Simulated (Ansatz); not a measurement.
Compare A (`B/C=C/O[SiH3]`) with its isomer B (`COB1C[SiH2]1`).

Isolated molecules relaxed with PBE0-D4/def2-TZVP in Ansatz; ΔE leaves out vibrations. CCSD(T)/CBS adds triple-zeta CCSD(T) − MP2 to the extrapolated MP2 energy (def2 sets, frozen cores). DFT in def2-TZVPP. B3LYP here is the variant with VWN-RPA as its local correlation; programs differ in this. One conformer a species, not always the lowest.

A:

Z-matrix (Å, degrees):
```
Si
O 1 1.669
H 1 1.484 2 109.6
H 1 1.477 2 105.3 3 119.9
H 1 1.484 2 109.6 3 -120.2
C 2 1.335 1 125.0 3 60.5
C 6 1.345 2 123.7 1 -180.0
H 6 1.092 2 116.1 1 0.0
B 7 1.513 6 118.4 2 -180.0
H 7 1.087 6 117.2 2 0.0
H 9 1.197 7 122.0 6 180.0
H 9 1.201 7 119.0 6 -0.0
```

B:

Z-matrix (Å, degrees):
```
C
O 1 1.419
H 1 1.091 2 108.6
H 1 1.093 2 110.7 3 -120.8
H 1 1.091 2 108.5 3 118.4
B 2 1.328 1 122.2 3 119.9
Si 6 1.957 2 156.2 1 -12.0
C 6 1.547 2 138.0 1 -176.0
H 7 1.484 6 124.6 2 98.6
H 7 1.485 6 122.4 2 -69.6
H 8 1.092 6 116.2 2 -81.7
H 8 1.090 6 120.4 2 57.2
```

Q: Which is lower in electronic energy at CCSD(T)/CBS, and by how much? (Estimate.)

A: Ansatz gave: A, by 9.1 kcal/mol.

Q: Give E(B) − E(A) in kcal/mol with B3LYP, r2SCAN-D4, PBE-D4, CCSD(T)/def2-TZVPP, HF/def2-TZVPP, B2PLYP, CCSD/def2-TZVPP. (Estimate.)

A: Ansatz gave: B3LYP 11.3, r2SCAN-D4 6.7, PBE-D4 2.9, CCSD(T)/def2-TZVPP 9.4, HF/def2-TZVPP 21.3, B2PLYP 11.4, CCSD/def2-TZVPP 10.3. None reverses the order clearly.

Largest T1 diagnostic: 0.014.

From PBE to PBE0 (25 % exact exchange), in def2-TZVPP and without D4, E(B) − E(A) moves by +1.0 kcal/mol. In def2-TZVPP, CCSD(T) changes the Hartree–Fock value by −11.9 kcal/mol (the triples alone add −0.9 kcal/mol) and MP2 by −11.5 kcal/mol.
